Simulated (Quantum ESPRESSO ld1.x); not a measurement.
All-electron atom: the titanium ion Ti8+ in [Ne] 3s2 3p2 (the NIST ground configuration).

Method: scalar-relativistic Kohn-Sham, relativistic LDA (MacDonald-Vosko exchange, VWN5 correlation), spin-unpolarised, spherical densities, point nucleus; computed with ld1.x of Quantum ESPRESSO 7.5.

Energy parts (hartree):
total: -828.2490
kinetic: 834.0617
electron-nucleus: -1882.6747
Hartree: 254.8729
exchange-correlation: -34.5090

Orbitals (lengths in bohr, moments of r in powers of bohr; <r^-3> diverges for s and p1/2; r(max) is where P^2 peaks):
orbital  occ.  eigenvalue (hartree)  <r^-3>      <r^4>  r(max)
1s          2             -184.5398       -  0.0001104   0.046
2s          2              -25.8496       -    0.02697   0.269
2p          6              -22.5482   267.2    0.02133   0.218
3s          2               -7.4977       -      1.270   0.816
3p          2               -6.5678   44.50      1.443   0.823
3d          0               -5.1745   4.922      1.560   0.748
4s          0               -3.3529       -      20.60    1.80
4p          0               -3.0225   14.14      25.07    1.89

The highest occupied level is 3p at -178.72 eV. For comparison, the ionisation energy in NIST's Atomic Spectra Database is 192.1 eV (semi-empirical). In exact Kohn-Sham theory the highest level is minus the ionisation energy, but local and semilocal functionals leave it too shallow, through self-interaction and a potential that decays too fast; potentials with the right tail come closer. The density falls to 0.001 e/bohr^3 at r = 2.09 bohr.

Beside tabulated values, note that spin-unpolarised runs miss the spin-polarisation part of the exchange energy of open shells.
